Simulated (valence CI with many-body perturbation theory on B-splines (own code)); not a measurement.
## Which ion has this spectrum?

A relativistic CI+MBPT calculation for an atom or ion with 21 electrons gives these levels (cm⁻¹):

```tsv
J	Parity	E	g
3/2	even	0.0	0.80
5/2	even	169	1.20
3/2	even	10634	0.40
5/2	even	10672	1.03
7/2	even	10725	1.24
9/2	even	10793	1.33
5/2	even	14084	0.86
7/2	even	14201	1.14
3/2	odd	15510	0.43
5/2	odd	15594	1.05
7/2	odd	15722	1.24
1/2	odd	15804	0.00
3/2	odd	15818	1.02
5/2	odd	15821	1.21
```

The energies are calculated, with errors of about 390 cm⁻¹, more in some levels.

Q: Which is it?
A. Ti+
B. Cr3+
C. V2+
D. Sc

A: D. Sc, ground level 3d 4s2 2D_3/2.
